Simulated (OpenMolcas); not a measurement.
V3+: ligand-field states by method

V3+ with its 6 nearest oxide ions at 2.05 Å, on the Mg site of MgO (a = 4.2112 Å, distance in the model lattice 2.106 Å). The rest of the host is ab initio model potentials to 7.6 Å, with orthogonalisation functions on the cations behind the ligands, and point charges beyond; the distance is set by hand and nothing relaxes, and no local charge compensation is placed. Ligand basis ANO-RCC-VDZP.
```
V     0.0000    0.0000    0.0000
O     2.0500    0.0000    0.0000
O     0.0000    2.0500    0.0000
O    -2.0500    0.0000    0.0000
O     0.0000   -2.0500    0.0000
O     0.0000    0.0000    2.0500
O     0.0000    0.0000   -2.0500
```

- Program: OpenMolcas
- Basis: ANO-RCC-VDZP [5s4p2d1f]
- Scalar Hamiltonian: DKH2, point nucleus
- Active space: 2 electrons in 5 orbitals (3d)
- State averaging: 2S+1 = 3 even, 10 roots; 2S+1 = 1 even, 15 roots
- Spin-orbit coupling: state interaction with AMFI integrals over the reference wave functions

I. CASSCF
II. SS-CASPT2, IPEA 0.25 Eh, imaginary shift 0.1 Eh (closed shells correlated: 3s 3p and the ligand valence shells)

Spin-free states (labels of O, the rotations of Oh) in cm-1, each column counted from its own energy of the first state listed:

| State | Degeneracy | I | II |
| --- | --- | --- | --- |
| 3T1 | 3 | 0 | 0 |
| 1T2 | 3 | 12946 | 9600 |
| 1E | 2 | 13270 | 10070 |
| 3T2 | 3 | 16050 | 18500 |
| 1A1 | 1 | 27298 | 21570 |
| 3T1 | 3 | 28428 | 27840 |
| 1T2 | 3 | 30675 | 29680 |
| 3A2 | 1 | 33760 | 38250 |
| 1T1 | 3 | 33926 | 32800 |
| 1E | 2 | 48741 | 49500 |
| 1A1 | 1 | 67278 | 63170 |

From I to II, I's first state of the same spin (3T2) moves from 16050 to 18500 cm-1, by about +2400 cm-1.

From I to II, I's first state of another spin (1T2) moves from 12946 to 9600 cm-1, by about -3300 cm-1.

I: A least-squares ligand-field fit to the states below 45000 cm-1, each weighted by its degeneracy and with a free common offset, gives 10Dq = 17615 cm-1, B = 936 cm-1 and C = 3336 cm-1 (C/B = 3.57), with an rms deviation of 63 cm-1. The same method and metal basis give the free ion B = 1088 cm-1 (fit to its terms below 60000 cm-1, rms deviation 54 cm-1), so the nephelauxetic ratio is β = 936 / 1088 = 0.86; it hangs on how both fits weigh the states, and computed free-ion B values tend to be too large, so β mixes covalency with correlation.

II: A least-squares ligand-field fit to the states below 45000 cm-1, each weighted by its degeneracy and with a free common offset, gives 10Dq = 20074 cm-1, B = 732 cm-1 and C = 2564 cm-1 (C/B = 3.50), with an rms deviation of 209 cm-1. The same method and metal basis give the free ion B = 987 cm-1 (fit to its terms below 60000 cm-1, rms deviation 666 cm-1), so the nephelauxetic ratio is β = 732 / 987 = 0.74; it hangs on how both fits weigh the states, and computed free-ion B values tend to be too large, so β mixes covalency with correlation.

From I to II, 10Dq changes by +14 %, B by -22 % and C by -23 %.

χT at 300 K: I 0.91, II 0.91 cm3 K/mol.

Roots that are degenerate in the reference are averaged as groups; the widest CASPT2 spread within a group is 58 cm-1 (the 3-fold group of multiplicity 3 near 27800 cm-1 above the lowest state of its run, II). Shifts and gaps below about the spread of the groups concerned are not significant. Over all roots computed the reference weight is 0.71 to 0.72 in II; a low but even weight reflects the number of correlated electrons. An orbital triplet at a regular site is open to Jahn-Teller coupling, which can distort the site and quench the lowest spin-orbit gaps and is left out. Ligand-to-metal charge-transfer states are missing. With no ligand orbital active B as a rule stays too high, so bands that hang on it stand too high and its fall with covalency is understated. Without dynamic correlation the repulsion within the d shell is too large (B by tens of per cent), so at a given field states of lower spin stand too high (holds for I). With metal d orbitals alone and no dynamic correlation 10Dq can be off by a tenth to a fifth, either way, in oxide and fluoride hosts (holds for I). With one d shell and no ligand orbital active, 10Dq can be off by a tenth or more (holds for II). No measured value stands beside these numbers; the geometry was set by hand and not optimised.
